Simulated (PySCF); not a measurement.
CH4FIn. Atoms are numbered in the order given.

```xyz
7

In    -0.1535    -0.2542     0.0464
H     -0.7799    -1.8062     0.4952
F      1.6512    -0.0049     0.8649
C     -0.6980     1.4903    -1.1081
H     -1.5839     1.9743    -0.6530
H     -0.9449     1.1955    -2.1462
H      0.1556     2.1930    -1.1061
```

The structure is a stationary point at PBE-D3(BJ)/def2-SVP. The def2 effective core potentials stand for the cores of In; spin–orbit coupling is left out.

Method: PBE0/def2-TZVPD in PySCF.

Mulliken values depend strongly on the basis, most of all with diffuse functions as here. ESP charges are fitted to the potential on shells at 1.4 to 2.0 van der Waals radii. Atomic charges (e):

```tsv
atom	ESP fit	Mulliken
In1	0.98	0.88
H2	-0.23	-0.04
F3	[?]	-0.61
C4	[?]	-0.93
H5	[?]	0.23
H6	[?]	0.23
H7	[?]	0.24
```

Problem. What belongs in the gaps? (The exact figures need the calculation; the answer reports its results.)

Solution. 
- F3, ESP fit: -0.52
- C4, ESP fit: -0.89
- H5, ESP fit: 0.21
- H6, ESP fit: 0.20
- H7, ESP fit: 0.25
